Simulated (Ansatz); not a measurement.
Basis-set series for `N=[C](Cl)[AlH][F]`. The species carries charge 0 and has multiplicity 1. The structure was optimised at the PBE0-D4/def2-TZVP level. It is one conformer, not always the lowest.

```xyz
7

N    -1.2132   -0.5237    0.9033
C    -0.0447   -0.4437    0.4569
Cl    1.2874   -1.4551    1.0661
Al    0.3005    0.8669   -0.9733
F     1.8538    1.0443   -1.4795
H    -1.3444   -1.2130    1.6470
H    -0.8394    1.7243   -1.6205
```

```csv
functional,basis,functions,energy (Eh),HOMO (eV),LUMO (eV)
PBE0-D4,def2-SVP,88,-895.74892,-7.96,-1.91
PBE0-D4,def2-TZVPP,205,-896.22909,-8.16,-2.09
ωB97M-V,def2-SVP,88,-896.12179,-10.10,0.03
ωB97M-V,def2-TZVPP,205,-896.60556,-10.34,-0.21
```

(1) Give the rows for def2-QZVPP. (Estimate.)

## Answers

(1) Computed: 
```csv
functional,basis,functions,energy (Eh),HOMO (eV),LUMO (eV)
PBE0-D4,def2-QZVPP,371,-896.26140,-8.20,-2.14
ωB97M-V,def2-QZVPP,371,-896.63611,-10.39,-0.32
```
